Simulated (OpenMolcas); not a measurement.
Au2+ (d9) among equal point charges was computed by CASSCF with the d shell active (OpenMolcas, ANO-RCC-VDZP on the metal). Its lowest spin-free states, and all those of the highest spin:

| 2S+1 | Degeneracy | E (cm-1) |
| --- | --- | --- |
| 2 | 3 | 0.0 |
| 2 | 2 | 2595 |

Q: Is the site octahedral, tetrahedral or cube-like, axial, or of lower symmetry?

A: The states with 2S+1 = 2 have orbital degeneracies 3, 2. Threefold states need a cubic site. For d9 at this spin an octahedron puts the twofold E below the threefold T2 and a tetrahedron or cube puts the threefold T2 below the twofold E, so the site is a tetrahedron or a cube, which this pattern cannot tell apart. The first gap at this spin, 2590 cm-1, is |10Dq| in ligand-field theory. The run had Au2+ among 4 point charges of -1 e arranged as a tetrahedron (Td), 1.9 Å from the ion.

An orbital triplet at a regular site is open to Jahn-Teller coupling, which can distort the site and quench the lowest spin-orbit gaps and is left out. The ground term spreads over less than 5000 cm-1, several times less than with real ligands, so orbital moments are less quenched and χT lies further from the spin-only value than at real sites. This is an electrostatic model: the charges have no orbitals. No measured value stands beside these numbers.
